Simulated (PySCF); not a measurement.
## Magnetisability: SMILES COc1c[n-]nn1, [C$_{3}$H$_{4}$N$_{3}$O]-, charge -1

Molfile (atoms numbered from 1):
```
C3H4N3O
     RDKit          3D

 11 11  0  0  0  0  0  0  0  0999 V2000
   -1.8615   -0.2191    0.2028 C   0  0  0  0  0  0  0  0  0  0  0  0
   -0.8718    0.7560    0.0675 O   0  0  0  0  0  0  0  0  0  0  0  0
    0.4143    0.2261    0.1266 C   0  0  0  0  0  0  0  0  0  0  0  0
    1.6130    0.9201    0.0287 C   0  0  0  0  0  0  0  0  0  0  0  0
    2.5902    0.0041    0.1403 N   0  0  0  0  0  0  0  0  0  0  0  0
    2.0177   -1.1683    0.2959 N   0  0  0  0  0  0  0  0  0  0  0  0
    0.6936   -1.0704    0.2926 N   0  0  0  0  0  0  0  0  0  0  0  0
   -1.7894   -0.9714   -0.5926 H   0  0  0  0  0  0  0  0  0  0  0  0
   -2.8250    0.2950    0.1419 H   0  0  0  0  0  0  0  0  0  0  0  0
   -1.7767   -0.7410    1.1642 H   0  0  0  0  0  0  0  0  0  0  0  0
    1.8010    1.9716   -0.1089 H   0  0  0  0  0  0  0  0  0  0  0  0
  1  2  1  0
  2  3  1  0
  3  4  2  0
  4  5  1  0
  5  6  1  0
  6  7  2  0
  7  3  1  0
  1  8  1  0
  1  9  1  0
  1 10  1  0
  4 11  1  0
M  CHG  1   5  -1
M  END
```

Method: GIAO wB97X-D/aug-pcSseg-1 magnetisability, rotational g tensor and spin-rotation constants, non-relativistic, gas phase in PySCF 2.14.0. Geometry: GFN2-xTB.

For an ion the centre-of-mass motion in the field is neglected.

(1) How diamagnetic is it, and how anisotropic?

(2) Split it along the inertial axes a, b, c into diamagnetic and paramagnetic parts about the centre of mass, with the quadrupole moment.

(3) And the rotational g tensor?

## Answers

(1) Isotropic -909 × 10⁻³⁰ J/T², or -54.7 × 10⁻⁶ cm³/mol; principal values -1397, -678, -650 × 10⁻³⁰ J/T², anisotropy 733 × 10⁻³⁰ J/T² (root of half the summed squared differences of the principal values). The susceptibility is in cgs units.

(2) 
```tsv
axis	χ (10⁻⁶ cm³/mol)	diamagnetic (10⁻⁶ cm³/mol)	paramagnetic (10⁻⁶ cm³/mol)	summed x² of all electrons (Å²)	quadrupole Θ (D Å)
a	-40.8	-231.6	190.7	139.2	-11.59
b	-39.2	-636.8	597.6	43.6	+1.60
c	-84.1	-775.6	691.5	10.9	+9.99
```
Anisotropies 2χaa − χbb − χcc = +41.7 and 2χbb − χaa − χcc = +46.6 × 10⁻⁶ cm³/mol. Θ is traceless in Buckingham's convention.

(3) 
```csv
axis,rotational constant (GHz),g,nuclear part,electronic part
a,8.3082,-0.1701,0.5744,-0.7445
b,2.1745,-0.0541,0.5564,-0.6105
c,1.7422,-0.0106,0.5553,-0.5659
```
Asymmetric top; isotopes 12C, 1H, 14N, 16O; no vibrational averaging.
